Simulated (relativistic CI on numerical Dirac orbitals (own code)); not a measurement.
## What each ingredient does to the levels of Tb LVIII

Base calculation: Dirac-Coulomb-Breit CI, KLI orbitals optimised for each configuration, a model potential for QED, unscaled Slater integrals.

CI space (outside the closed core 1s2): 2s2.2p4, 2s.2p5, 2p6, 2p5.3s, 2p5.3p, 2p5.3d, 2s2.2p3.3s, 2s2.2p3.3p, 2s2.2p3.3d, 2s.2p4.3s, 2s.2p4.3p, 2s.2p4.3d, 2s2.2p3.4s, 2s2.2p3.4p, 2s2.2p3.4d, 2s2.2p3.4f, 2s.2p4.4s, 2s2.2p2.3s2, 2s.2p4.4p, 2s.2p4.4d, 2s2.2p2.3s.3p, 2s.2p4.4f, 2s2.2p3.5s, 2s2.2p3.5p, 2s2.2p2.3s.3d, 2s2.2p2.3p2, 2s2.2p3.5d, 2s2.2p3.5f, 2s2.2p3.5g, 2s2.2p2.3p.3d, 2s.2p3.3s2, 2s2.2p2.3d2, 2s.2p3.3s.3p, 2s.2p3.3s.3d, 2s.2p3.3p2, 2s.2p4.5s. Levels of other configurations are missing.

Variants: (1) one mean potential for all configurations. Shifts of the energy above 2s2.2p4 3P_2, in eV, for the lowest level and the first level of each name with at least 55 % of one term (blank where a level changes its place among those of its configuration and J or its character, or is not in the variant):

| Level | Base | Δ(1) |
| --- | --- | --- |
| 2s2.2p4 3P_2 | 0.00 | 0.00 |
| 2s2.2p4 1S_0 | 50.27 | -0.01 |
| 2s2.2p4 3P_1 | 772.69 | +0.07 |
| 2s2.2p4 1D_2 | 791.12 | +0.07 |
| 2s.2p5 3P°_2 | 1109.78 | +0.20 |
| 2s.2p5 1P°_1 | 1180.30 | +0.20 |
| 2s2.2p4 3P_0 | 1582.94 | +0.14 |
| 2s.2p5 3P°_0 | 1892.49 | +0.20 |
| 2s.2p5 3P°_1 | 1928.16 | +0.20 |
| 2p6 1S_0 | 2325.88 | +0.52 |
| 2s2.2p3.3p 3P_0 | 6976.16 | -0.19 |
| 2s2.2p3.3d 3P°_0 | 7045.07 | -0.38 |
| 2s2.2p3.3s 3S°_1 | 7375.06 | +0.13 |
| 2s2.2p3.3s 3D°_3 | 7388.54 | +0.25 |
| 2s2.2p3.3s 1D°_2 | 7395.80 | +0.15 |
| 2s2.2p3.3s 3P°_0 | 7431.19 | +0.06 |
| 2s2.2p3.3s 3P°_1 | 7434.45 | +0.03 |
| 2s2.2p3.3p 3D_1 | 7528.49 | +0.07 |
| 2s.2p4.3s 5P_3 | 7645.34 | +0.03 |
| 2s2.2p3.3p 3F_4 | 7708.93 | +0.33 |
| 2s.2p4.3s 1S_0 | 7775.03 | -0.04 |

At this charge energies of transitions that change n are usually good to better than 1 %, and those within a shell (Δn = 0) to a few per cent.

Ionisation energy from the two ground configurations alone: base 12270.4 eV. The NIST ASD value (theoretical) is 12272 eV.

LS names give the leading component of a level, which can be under half, so a name can repeat, a term be missing and a line seem to break the LS rules.
